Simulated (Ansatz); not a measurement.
Cl3Ga, singlet, geometry from GFN2-xTB (such geometries of metal compounds can be far from the true shape). Base run: HF/def2-TZVP in Ansatz (a first-principles code).

Here is a job for Ansatz.
Ansatz 0.2 input:
```yaml
crystal:
  periodic: [false, false, false]
  atoms:
    - {symbol: Ga, position_ang: [0.00000000, 0.00000000, -0.00000000]}
    - {symbol: Cl, position_ang: [-1.75999983, -1.10581726, -0.20820478]}
    - {symbol: Cl, position_ang: [0.10032532, 1.95214694, -0.73677512]}
    - {symbol: Cl, position_ang: [1.65967451, -0.84632969, 0.94497990]}
basis:
  gaussian:
    orbitals: def2-TZVP
hamiltonian:
  xc: hf
```

Variants of this job, named by their change:

```json
[
 {"change": "base", "ΔE vs base (mEh)": "0.000"},
 {"change": "fitting.mean_field = cc-pVTZ-JKFIT", "ΔE vs base (mEh)": "0.217"},
 {"change": "nuclear_model = gaussian", "ΔE vs base (mEh)": "8.649"},
 {"change": "lower_state_search = light", "ΔE vs base (mEh)": "0.000"},
 {"change": "fitting.mean_field = def2-universal-JKFIT", "ΔE vs base (mEh)": "0.135"},
 {"change": "point_charge = charge:1.0 position_ang:-0.1899, 5.0715, 0.3759", "ΔE vs base (mEh)": "-9.038"},
 {"change": "accuracy = high", "ΔE vs base (mEh)": "-0.035"},
 {"change": "point_charge = charge:0.5 position_ang:-0.462, 3.4048, -3.7538", "ΔE vs base (mEh)": "-2.767"},
 {"change": "forces = on", "ΔE vs base (mEh)": "-0.030"},
 {"change": "point_charge = charge:-1.0 position_ang:4.8627, 1.3678, -0.6171", "ΔE vs base (mEh)": "-1.850"},
 {"change": "lower_state_search = full", "ΔE vs base (mEh)": "0.000"}
]
```
